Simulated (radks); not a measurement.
Tc, 43 electrons, occupied as [Kr] 4d3 5s2 5p2 (not the ground configuration).

Method: Dirac Kohn-Sham, PBE, spin-unpolarised, spherical densities, point nucleus; open shells are shared between the two j in proportion to 2j + 1; computed with a radial shooting solver on a logarithmic mesh with Libxc functionals.

Energy parts (hartree):
| part | energy |
|---|---|
| total | -4285.68343 |
| kinetic | 4451.99824 |
| electron-nucleus | -10341.38090 |
| Hartree | 1731.68942 |
| exchange-correlation | -127.99019 |

Orbitals (lengths in bohr, moments of r in powers of bohr):
[
 {"orbital": "1s1/2", "occ.": "2", "eigenvalue (hartree)": "-766.9166", "<r^4>": "6.519e-06"},
 {"orbital": "2s1/2", "occ.": "2", "eigenvalue (hartree)": "-109.7496", "<r^4>": "0.001196"},
 {"orbital": "2p1/2", "occ.": "2", "eigenvalue (hartree)": "-101.2299", "<r^4>": "0.0007910"},
 {"orbital": "2p3/2", "occ.": "4", "eigenvalue (hartree)": "-96.88463", "<r^4>": "0.0008906"},
 {"orbital": "3s1/2", "occ.": "2", "eigenvalue (hartree)": "-19.44880", "<r^4>": "0.06030"},
 {"orbital": "3p1/2", "occ.": "2", "eigenvalue (hartree)": "-16.17607", "<r^4>": "0.06184"},
 {"orbital": "3p3/2", "occ.": "4", "eigenvalue (hartree)": "-15.44910", "<r^4>": "0.06819"},
 {"orbital": "3d3/2", "occ.": "4", "eigenvalue (hartree)": "-9.66346", "<r^4>": "0.06877"},
 {"orbital": "3d5/2", "occ.": "6", "eigenvalue (hartree)": "-9.52365", "<r^4>": "0.07097"},
 {"orbital": "4s1/2", "occ.": "2", "eigenvalue (hartree)": "-3.05956", "<r^4>": "2.301"},
 {"orbital": "4p1/2", "occ.": "2", "eigenvalue (hartree)": "-2.09048", "<r^4>": "3.339"},
 {"orbital": "4p3/2", "occ.": "4", "eigenvalue (hartree)": "-1.97787", "<r^4>": "3.683"},
 {"orbital": "4d3/2", "occ.": "1.2", "eigenvalue (hartree)": "-0.53365", "<r^4>": "14.45"},
 {"orbital": "4d5/2", "occ.": "1.8", "eigenvalue (hartree)": "-0.52075", "<r^4>": "15.04"},
 {"orbital": "5s1/2", "occ.": "2", "eigenvalue (hartree)": "-0.30939", "<r^4>": "142.2"},
 {"orbital": "5p1/2", "occ.": "0.666667", "eigenvalue (hartree)": "-0.13448", "<r^4>": "406.6"},
 {"orbital": "5p3/2", "occ.": "1.33333", "eigenvalue (hartree)": "-0.12518", "<r^4>": "458.8"}
]

The highest occupied level is 5p3/2 at -3.406 eV. The density falls to 0.001 e/bohr^3 at r = 5.16 bohr. Summed over all electrons, <r^2> = 75.11 bohr^2, which gives a Langevin (diamagnetic) susceptibility term of -59.5 x 10^-6 cm^3/mol.
